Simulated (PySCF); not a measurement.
C2H4N, charge +1. Atoms are numbered in the order given.

```xyz
7

C      0.0000     0.0000    -1.2658
C      0.0000     0.0000     0.1678
N      0.0000     0.0000     1.3058
H     -0.8952     0.5168    -1.6225
H      0.0000    -1.0337    -1.6225
H      0.8952     0.5168    -1.6225
H      0.0000     0.0000     2.3152
```
Charge +1, spin multiplicity 1.

Geometry: B3LYP-D3(BJ)/def2-TZVP. The isomer is the one that the SMILES or the coordinates give; other isomers of the formula were not compared.

Computed with PBE/def2-TZVPD (PySCF).

Symmetry labels are those of the subgroup Cs that the program uses (full group C3v).

Computed valence orbital energies around the gap with their symmetry:
| orbital | symmetry | energy (eV) |
|---|---|---|
| HOMO−7 | A' | -31.41 |
| HOMO−6 | A' | -25.90 |
| HOMO−5 | A' | -23.20 |
| HOMO−4 | A' | -18.70 |
| HOMO−3 | A' | -17.90 |
| HOMO−2 | A" | -17.90 |
| HOMO−1 | A' | -15.87 |
| HOMO | A" | -15.87 |
| LUMO | A' | -7.93 |
| LUMO+1 | A" | -7.93 |
| LUMO+2 | A' | -5.42 |
| LUMO+3 | A' | -4.65 |
